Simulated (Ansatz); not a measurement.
Consider the isomerisation: `C#[C][Al]([CH3])[F]` → `[CH3][Al]1[CH]=[C]1F`.

Computed with Ansatz on PBE0-D4/def2-TZVP structures; ΔE is electronic, products minus reactants. CBS: MP2 limit from def2 TZ/QZ plus the TZ coupled-cluster correction, frozen cores. Functionals use def2-TZVPP. B3LYP here is the variant with VWN-RPA as its local correlation; programs differ in this. HSE06 is defined as in plane-wave codes.

CCSD(T)/CBS gives +298.5 kJ/mol.

Problem. Another level gave +264.3 kJ/mol. Which?
A. r2SCAN-D4/def2-TZVPP
B. HSE06-D4/def2-TZVPP
C. LDA (SPW92)/def2-TZVPP
D. B3LYP/def2-TZVPP

Solution. A. r2SCAN-D4 264.3, HSE06-D4 250.6, LDA (SPW92) 217.3, B3LYP 283.6 kJ/mol.

Largest T1 diagnostic among the species: 0.014.

In def2-TZVPP, CCSD(T) changes the Hartree–Fock value by −20.7 kJ/mol (the triples alone add −5.1 kJ/mol) and MP2 by −9.1 kJ/mol. From PBE to PBE0 (25 % exact exchange), in def2-TZVPP and without D4, ΔE moves by +7.9 kJ/mol. Leaving LDA and LC-ωPBE aside and taking each functional with its dispersion term where it has one, the values, not all of them listed here, spread over 51.3 kJ/mol, from PBE-D4 to B2PLYP. LDA lies −26.4 kJ/mol from PBE without D4.
